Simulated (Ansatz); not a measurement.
Cost and result for the atomization energy of GaH4O2Si (`[OH][Ga][O][SiH3]`) radical (8 atoms, 7 bonds).

Charge 0, multiplicity 2. Correlated methods include outer-core shells of Ga, which these sets cover unevenly. Scalar relativity is left out up to krypton. Geometry: relaxed with PBE0-D4/def2-TZVP. It is one conformer, not always the lowest. Program: Ansatz. Hardware: A = 2 threads of an AMD EPYC 7R13 on a shared host; B = 2 threads of an AMD EPYC 7R13 on a shared host and a share of an NVIDIA H100 80 GB. Times are those of one run each, without the atoms' runs, and a repeat can differ threefold. Electronic energies, without spin–orbit coupling; frozen cores. CCSD(T)/CBS adds CCSD(T) − MP2 in def2-TZVPP to the MP2 limit, and its time is that of the two runs behind it. T1 = 0.016; ⟨S²⟩ of the reference is 0.75. With those shells the extrapolation isn't a true limit. B3LYP takes the VWN-RPA correlation (the form of Gaussian; ORCA's B3LYP/G).

CCSD(T)/CBS is a level of theory with its own doubt, some kJ/mol a heavy atom from the limit and from the frozen cores, so smaller differences don't rank the functionals.

```json
{"level": "PBE-D4/def2-TZVPP (with forces) [A]", "functions": "208", "wall time": "4.2 s"}
{"level": "MP2/def2-QZVPP [B]", "functions": "393", "wall time": "4.4 s"}
{"level": "CCSD(T)/def2-TZVPP [B]", "functions": "208", "wall time": "5.5 s"}
{"level": "PBE0-D4/def2-TZVPP [A]", "functions": "208", "wall time": "6.5 s"}
{"level": "B3LYP-D4/def2-TZVPP (with forces) [A]", "functions": "208", "wall time": "7.5 s"}
{"level": "B2PLYP/def2-TZVPP [A]", "functions": "208", "wall time": "9 s"}
{"level": "r2SCAN-D4/def2-TZVPP (with forces) [A]", "functions": "208", "wall time": "9.5 s"}
{"level": "CCSD(T)/CBS(def2)", "functions": "–", "wall time": "9.9 s"}
{"level": "ωB97X-V/def2-TZVPP [A]", "functions": "208", "wall time": "15 s"}
{"level": "ωB97M-V/def2-TZVPP (with forces) [A]", "functions": "208", "wall time": "20 s"}
```

Task: What atomization energy does each give, and how far from CCSD(T)/CBS? (Estimate.)

Result: Computed: 
```tsv
level	atomization (kJ/mol)	difference from CCSD(T)/CBS	per bond
PBE-D4/def2-TZVPP (with forces) [A]	2582.8	-5.3	-0.8
MP2/def2-QZVPP [B]	2630.3	42.2	6.0
CCSD(T)/def2-TZVPP [B]	2524.3	-63.8	-9.1
PBE0-D4/def2-TZVPP [A]	2526.0	-62.1	-8.9
B3LYP-D4/def2-TZVPP (with forces) [A]	2552.8	-35.3	-5.0
B2PLYP/def2-TZVPP [A]	2547.0	-41.1	-5.9
r2SCAN-D4/def2-TZVPP (with forces) [A]	2589.8	1.7	0.2
CCSD(T)/CBS(def2)	2588.1	0.0	0.0
ωB97X-V/def2-TZVPP [A]	2585.3	-2.8	-0.4
ωB97M-V/def2-TZVPP (with forces) [A]	2569.9	-18.2	-2.6
```

From PBE to PBE0 (25 % exact exchange), in def2-TZVPP and without D4, the atomization energy moves by −54.5 kJ/mol: exact exchange takes away binding that semilocal exchange gives to molecules. The D4 term adds +24.5 kJ/mol with B3LYP and +12.7 kJ/mol with PBE0; it sums over pairs of atoms, weighted by their polarisabilities, and B3LYP, whose exchange is more repulsive, gets the larger term. In def2-TZVPP, CCSD(T) changes the Hartree–Fock value by +695.3 kJ/mol (the triples alone add +41.0 kJ/mol) and MP2 by +761.8 kJ/mol; breaking electron pairs costs correlation energy, which Hartree–Fock lacks.
